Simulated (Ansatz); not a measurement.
Isolated molecules relaxed with PBE0-D4/def2-TZVP in Ansatz; ΔE leaves out vibrations. CCSD(T)/CBS adds triple-zeta CCSD(T) − MP2 to the extrapolated MP2 energy (def2 sets, frozen cores). This one scheme is used for every species. Functionals use def2-TZVPP. B3LYP here is the variant with VWN-RPA as its local correlation; programs differ in this. HSE06 is defined as in plane-wave codes. Each species was taken in one conformer, which may not be the lowest.

`CB(O)O` + CH₃OH → `COB(O)O` + CH₄  (ligand exchange at a B–C bond)

```
             level  ΔE (kJ/mol)  difference from CCSD(T)/CBS
            PBE-D4       -129.9                          7.0
           BLYP-D4       -137.6                         -0.7
         r2SCAN-D4       -140.8                         -3.9
           PBE0-D4       -134.1                          2.8
          B3LYP-D4       -140.9                         -4.0
        r2SCANh-D4       -141.4                         -4.5
        r2SCAN0-D4       -142.2                         -5.3
          HSE06-D4       -134.0                          2.9
          BHLYP-D4       -146.7                         -9.8
      CAM-B3LYP-D4       -143.7                         -6.8
           ωB97X-V       -137.6                         -0.7
           ωB97M-V       -138.1                         -1.2
            B2PLYP       -140.4                         -3.5
               PBE       -128.5                          8.4
            revPBE       -125.2                         11.7
              BLYP       -134.7                          2.2
            r2SCAN       -140.3                         -3.4
              PBE0       -132.9                          4.0
             B3LYP       -138.7                         -1.8
           r2SCAN0       -141.7                         -4.8
             HSE06       -132.9                          4.0
             BHLYP       -145.1                         -8.2
         CAM-B3LYP       -142.5                         -5.6
           LC-ωPBE       -134.9                          2.0
RPA@PBE/def2-TZVPP       -136.4                          0.5
       HF/def2-SVP       -161.5                        -24.6
      MP2/def2-SVP       -157.0                        -20.1
     CCSD/def2-SVP       -155.7                        -18.8
  CCSD(T)/def2-SVP       -155.5                        -18.6
     HF/def2-TZVPP       -151.4                        -14.5
    MP2/def2-TZVPP       -139.8                         -2.9
SCS-MP2/def2-TZVPP       -140.9                         -4.0
   CCSD/def2-TZVPP       -140.1                         -3.2
CCSD(T)/def2-TZVPP       -139.2                         -2.3
     HF/def2-QZVPP       -151.3                        -14.4
    MP2/def2-QZVPP       -138.5                         -1.6
SCS-MP2/def2-QZVPP       -139.6                         -2.7
      HF/CBS(def2)       -151.2                        -14.3
     MP2/CBS(def2)       -137.5                         -0.6
    CCSD/CBS(def2)       -137.8                         -0.9
       CCSD(T)/CBS       -136.9                            0
```

Largest T1 diagnostic among the species: 0.012.

From PBE to PBE0 (25 % exact exchange), in def2-TZVPP and without D4, ΔE moves by −4.4 kJ/mol. At CCSD(T), def2-SVP lies −18.6 kJ/mol from the extrapolated value and def2-TZVPP −2.3 kJ/mol. In def2-TZVPP, CCSD(T) changes the Hartree–Fock value by +12.2 kJ/mol (the triples alone add +0.9 kJ/mol) and MP2 by +11.5 kJ/mol.
